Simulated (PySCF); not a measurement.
Geometries of 6 isomers of C3H10GeSi, from PBE0-D3(BJ)/def2-SVP geometry optimisation, gas phase in PySCF. One conformer each, no zero-point energy, no frequencies.

Question: Which isomer lies lowest at this level?
A.
```xyz
15
angstrom
C     -2.625   -0.801   -0.055
C     -2.232    0.390   -0.513
Ge    -0.376    0.958   -0.596
C      0.800   -0.495   -0.014
Si     2.631   -0.080   -0.080
H     -1.912   -1.550    0.309
H     -3.682   -1.089   -0.021
H     -2.997    1.095   -0.865
H     -0.163    2.191    0.308
H     -0.023    1.369   -2.042
H      0.603   -1.374   -0.651
H      0.529   -0.768    1.019
H      3.467   -1.248    0.341
H      3.029    0.304   -1.470
H      2.937    1.068    0.828
```
B.
```xyz
15
angstrom
C     -0.617    0.940   -1.952
C     -0.930   -0.180   -1.291
Si     0.022   -0.895    0.159
C     -1.112   -1.115    1.649
Ge     1.863    0.516    0.716
H     -1.217    1.306   -2.792
H      0.256    1.550   -1.688
H     -1.823   -0.730   -1.621
H      0.563   -2.239   -0.232
H     -1.519   -0.145    1.974
H     -0.568   -1.564    2.494
H     -1.957   -1.774    1.398
H      2.554    0.014    2.001
H      1.396    1.964    0.975
H      2.923    0.559   -0.403
```
C.
```xyz
15
angstrom
Si     2.730   -0.357   -0.118
Ge     0.662    0.125   -1.202
C     -0.673    0.650    0.109
C     -1.367   -0.399    0.939
C     -2.133    0.349   -0.105
H      3.758   -0.842   -1.090
H      2.523   -1.413    0.922
H      3.256    0.871    0.555
H      0.854    1.237   -2.256
H      0.139   -1.139   -1.923
H     -0.451    1.591    0.624
H     -1.134   -1.453    0.751
H     -1.563   -0.173    1.991
H     -2.428   -0.187   -1.013
H     -2.859    1.098    0.223
```
D.
```xyz
15
angstrom
C     -1.808   -0.859    0.745
C     -1.055   -0.209   -0.150
C     -1.408    1.149   -0.677
Ge     0.607   -1.015   -0.788
Si     2.473    0.318   -0.091
H     -2.736   -0.419    1.133
H     -1.541   -1.849    1.126
H     -0.623    1.886   -0.433
H     -2.358    1.515   -0.257
H     -1.498    1.141   -1.776
H      0.584   -1.087   -2.331
H      0.719   -2.447   -0.228
H      3.420   -0.484    0.743
H      3.222    0.866   -1.264
H      1.981    1.468    0.731
```
E.
```xyz
15
angstrom
C      2.266    1.451    0.507
C      1.216    1.149   -0.262
C      1.014   -0.135   -0.990
Ge    -0.309   -1.292   -0.078
Si    -2.321   -0.094    0.365
H      3.101    0.755    0.638
H      2.327    2.407    1.033
H      0.407    1.886   -0.352
H      1.951   -0.708   -1.065
H      0.640    0.036   -2.013
H     -0.609   -2.519   -0.968
H      0.307   -1.791    1.245
H     -3.278   -0.937    1.146
H     -2.027    1.145    1.148
H     -2.975    0.305   -0.921
```
F.
```xyz
15
angstrom
C     -2.596   -0.924   -0.065
C     -2.206    0.226   -0.627
Si    -0.425    0.793   -0.750
C      0.746   -0.404    0.101
Ge     2.618    0.175    0.104
H     -1.880   -1.627    0.375
H     -3.650   -1.220   -0.014
H     -2.983    0.881   -1.044
H     -0.299    2.155   -0.138
H     -0.041    0.930   -2.192
H      0.691   -1.387   -0.395
H      0.432   -0.545    1.148
H      3.523   -0.946    0.650
H      3.068    0.525   -1.327
H      2.777    1.423    0.993
```

Answer: B. That is `C=C[Si@H](C)[GeH3]`, 7.7 kcal/mol below the next.

```csv
SMILES,atoms numbered as above,E (Eh),relative (kcal/mol),relative (kJ/mol),dipole (D)
C=C[Si@H](C)[GeH3],[CH2:1]=[CH:2][Si@H:3]([CH3:4])[GeH3:5],-2485.85314,0.0,0.0,1.10
C=C[SiH2][CH2][GeH3],[CH2:1]=[CH:2][SiH2:3][CH2:4][GeH3:5],-2485.84080,7.7,32.4,1.21
C=C[CH2][GeH2][SiH3],[CH2:1]=[CH:2][CH2:3][GeH2:4][SiH3:5],-2485.83933,8.7,36.3,0.53
C=[C](C)[GeH2][SiH3],[CH2:1]=[C:2]([CH3:3])[GeH2:4][SiH3:5],-2485.83848,9.2,38.5,0.68
[SiH3][GeH2][CH]1CC1,[SiH3:1][GeH2:2][CH:3]1[CH2:4][CH2:5]1,-2485.83570,10.9,45.8,0.92
C=[CH][GeH2][CH2][SiH3],[CH2:1]=[CH:2][GeH2:3][CH2:4][SiH3:5],-2485.83566,11.0,45.9,1.27
```
